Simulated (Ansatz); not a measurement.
C3 (SMILES [C]=C=[C]), singlet, at a GFN2-xTB geometry; MP2/def2-SVP run with Ansatz (a program for electronic structure).

Input for Ansatz:
Ansatz 0.2 input:
```yaml
crystal:
  periodic: [false, false, false]
  atoms:
    - {symbol: C, position_ang: [-1.28632769, 0.05918624, 0.01517944]}
    - {symbol: C, position_ang: [0.00059880, 0.00960336, 0.00809238]}
    - {symbol: C, position_ang: [1.28572888, -0.06878959, -0.02327182]}
basis:
  gaussian:
    orbitals: def2-SVP
magnetization: {spin_polarized: false}
correlation: {method: mp2, electrons: outside_noble_gas}
accuracy: high
```

The log (banner, timings and long lists left out):

```
Functional definition: HF
865 factors; integrals over basis functions are off by at most 2.8e-9 eV
mean field evaluation 1: about -3080.8423 eV, gradient 1.8e1 eV
mean field evaluation 2: about -3080.8504 eV, gradient 1.8e1 eV
mean field evaluation 4: about -3081.9045 eV, gradient 2.9e0 eV
mean field evaluation 8: about -3081.9318 eV, gradient 1.8e-5 eV
mean field -3081.93181372 eV, -113.2589051460 hartree, gradient 2.0e-8 eV, S^2 0.000000; 0 other end points of the search recorded, 0 dependent functions left out; unrestricted orbitals would lower it
mean field evaluation 16: about -3081.8784 eV, gradient 2.5e0 eV
3 core orbitals not correlated
reference -3081.93181372 eV, -113.2589051460 hartree; 6, 6 occupied and 33, 33 virtual orbitals, 865 factors
second order -8.97535777 eV of doubles, -0.00000000 eV of singles
Total energy: -3090.90717149 eV, -113.5887434603 hartree
```
